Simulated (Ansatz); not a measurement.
Input file for Ansatz (a first-principles code): R-B3LYP/def2-TZVPP on ClGeHO (SMILES [OH][Ge][Cl]), a point of a torsion scan.

Ansatz 0.2 input:
```yaml
crystal:
  periodic: [false, false, false]
  atoms:
    - {symbol: O, position_ang: [-0.98003072, 0.25264697, 0.27440056]}
    - {symbol: Ge, position_ang: [0.57824611, 0.88248312, -0.31620436]}
    - {symbol: Cl, position_ang: [0.65383050, 2.52638958, 1.06754426]}
    - {symbol: H, position_ang: [-1.43977710, -0.51311565, -0.05905170]}
basis:
  gaussian:
    orbitals: def2-TZVPP
hamiltonian:
  xc: {name: B3LYP}
scf: {lower_state_search: off}
```

The head of its log:

```
WARN ansatz: RAYON_NUM_THREADS=1 ignored (pool sized by the plan → 1); use --threads N
Functional definition: B3LYP
these checks for a lower state are left out or cut short: stability, starts, cluster_reference, orbital_swaps, neighbouring_geometries, increment
integrals: 0.05 GiB planned
912 factors; their error is unknown
mean field: 0.50 GiB planned
mean field evaluation 1: about -71102.1321 eV, gradient 6.4e1 eV
mean field evaluation 2: about -71043.2878 eV, gradient 1.7e2 eV
```

Q: Predict the final total energy.

A: -2613.2110 hartree.
